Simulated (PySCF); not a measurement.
Mapped SMILES: `[CH3:1][O:2][CH2:3][C:4]([CH3:5])([CH3:6])[CH3:7]`. Each H is labelled by its parent atom.

GIAO PBE0/pcSseg-1 shifts (PySCF, gas phase, non-relativistic, equivalent atoms averaged), each against references optimised in the same way as the molecule (TMS, H2O).

On the GFN2-xTB geometry: C3 87.2, C1 61.4, C4 34.8, C5/C6/C7 28.2, O2 26.1, H(C1) 3.56, H(C3) 3.04, H(C5)/H(C6)/H(C7) 0.94 ppm.

Q: What changes on the PBE0-D3(BJ)/def2-SVP geometry?

A: 
| atoms | δ (ppm) | change |
| --- | --- | --- |
| C3 | 84.7 | -2.5 |
| C1 | 59.3 | -2.1 |
| C4 | 31.9 | -2.9 |
| C5/C6/C7 | 28.1 | -0.1 |
| O2 | 23.4 | -2.7 |
| H(C1) | 3.31 | -0.25 |
| H(C3) | 2.74 | -0.30 |
| H(C5)/H(C6)/H(C7) | 0.88 | -0.06 |

Bonds between heavy atoms that differ most (equivalent bonds averaged): O2–C3 1.410 → 1.396 Å, C1–O2 1.400 → 1.390 Å, C3–C4 1.536 → 1.528 Å. Mean change of bonds to hydrogen: C–H +0.012 Å.
